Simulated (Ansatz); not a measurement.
Breaking the C1–N2 bond in CH3N (SMILES C=N) (multiplicity 1 held, fragments rigid). Energies count from the point at 1.263 Å.
Geometry at that point (charge 0, multiplicity 1):
```xyz
5

C     -0.557     0.179     0.010
N      0.603    -0.320    -0.012
H     -1.418    -0.491     0.021
H     -0.779     1.251     0.020
H      1.320     0.408    -0.020
```

R- and RO- levels are restricted; in cc, def2 and unpolarised 6-31G sets they are followed outwards from rest. Unrestricted levels (U-) break spin symmetry where that is lower. Curves can end on different states.

Frozen-core correlation.

Run with Ansatz (an electronic-structure program). Values without a source in brackets are computed.

Energies in kcal/mol.

| R (Å) | U-PBE/cc-pVTZ | R-B3LYP/cc-pVTZ | R-MP2/cc-pVTZ | U-CCSD(T)/cc-pVTZ |
|---|---|---|---|---|
| 1.011 | 96.4 | 92.4 | 98.1 | 99.4 |
| 1.137 | 19.3 | 17.3 | 19.6 | 20.2 |
| 1.263 | 0.0 | 0.0 | 0.0 | 0.0 |
| 1.389 | 8.5 | 10.4 | 8.4 | 9.1 |
| 1.516 | 29.1 | 32.9 | 28.8 | 30.7 |
| 1.705 | 66.7 | 73.1 | 65.9 | 69.3 |
| 1.895 | 100.1 | 111.5 | 120.9 | 103.6 |
| 2.211 | 138.6 | 162.3 | 202.4 | 141.2 |
| 2.526 | 158.8 | 195.3 | 224.1 | 156.6 |
| 2.905 | 167.9 | 214.7 | 232.9 | 160.9 |
| 3.411 | 171.4 | 223.1 | 236.7 | 162.0 |
| 4.042 | 172.5 | 226.3 | 238.0 | 162.3 |

Doubts at one or more of the structures used: a spin-contaminated determinant (U-PBE/cc-pVTZ, U-CCSD(T)/cc-pVTZ); a restricted determinant that unrestricted orbitals would lower (R-B3LYP/cc-pVTZ, R-MP2/cc-pVTZ); T1 above 0.05 (U-CCSD(T)/cc-pVTZ); the program's own flag: large difference (U-CCSD(T)/cc-pVTZ).
